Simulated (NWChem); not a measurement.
# C2H2BrF; SMILES FC(=C)Br

```xyz
6

C     -1.2106     1.6335     0.0000
C     -0.0779     0.9424     0.0000
F      1.1116     1.5110     0.0000
Br     0.0304    -0.9313     0.0000
H     -2.1741     1.1277     0.0000
H     -1.1652     2.7243     0.0000
```
Atoms are numbered in this order, from 1.

Computed with NWChem. Pople sets run with spherical d functions. STO-3G and 3-21G are far too small for this property and stand as cheap habits. All runs use the structure optimised with PBE0/def2-SVP. Field at 589 nm.

```csv
level,isotropic polarisability (bohr³),anisotropy (bohr³)
B3LYP/STO-3G,18.0,25.9
B3LYP/6-31G*,37.0,(withheld)
B3LYP/def2-SVP,37.4,31.8
B3LYP/def2-SVPD,50.1,28.3
B3LYP/aug-cc-pVDZ,49.9,29.0
```

Task: Fill in the missing entries.

Result: 
- B3LYP/6-31G*, anisotropy (bohr³): 32.9
